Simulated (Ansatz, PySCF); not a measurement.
This Ansatz (a quantum-chemistry and plane-wave program) input computes a PBE/def2-TZVPD energy:

Ansatz 0.2 input:
```yaml
crystal:
  periodic: [false, false, false]
  atoms:
    - {symbol: Si, position_ang: [-1.52844235, -0.59639633, 0.07234357]}
    - {symbol: Ge, position_ang: [0.72022193, 0.28693164, -0.03474156]}
    - {symbol: H, position_ang: [-2.25016024, -0.03933995, -1.14584848]}
    - {symbol: H, position_ang: [-2.24052846, 0.21391062, 1.14543090]}
    - {symbol: H, position_ang: [1.41590051, -0.63460543, -1.13725411]}
    - {symbol: H, position_ang: [1.42587937, -0.37222897, 1.23659161]}
basis:
  gaussian:
    orbitals: def2-TZVPD
hamiltonian:
  xc: {name: PBE}
total_charge: -1
magnetization: {spin_polarized: true, initial_magnetization: 1}
output: {forces: true}
```

Question: Write an input for the same energy in PySCF and say what it gives.

Answer: 
```python
from pyscf import gto, scf, dft

mol = gto.M(
    atom='''
    Si   -1.52844235   -0.59639633    0.07234357
    Ge    0.72022193    0.28693164   -0.03474156
    H    -2.25016024   -0.03933995   -1.14584848
    H    -2.24052846    0.21391062    1.14543090
    H     1.41590051   -0.63460543   -1.13725411
    H     1.42587937   -0.37222897    1.23659161
    ''',
    basis='def2-tzvpd',
    charge=-1,
    spin=1,
    verbose=4,
)

mf = dft.UKS(mol, xc='pbe').density_fit(auxbasis='def2-universal-jkfit')
mf.grids.level = 3
mf.conv_tol = 1e-9
mf.max_cycle = 100
mf.max_memory = 1500
mf.kernel()
if not mf.converged:
    mf = mf.newton()
    mf.kernel(mf.make_rdm1())
for _ in range(2):
    mo, _, stable, _ = mf.stability(return_status=True)
    if stable:
        break
    mf.kernel(mf.make_rdm1(mo, mf.mo_occ))
mf.analyze()
```
It gives -2368.42684 Eh, and Ansatz -2368.42677 Eh, a difference of 0.07 mEh, from the treatment of integrals and grids.
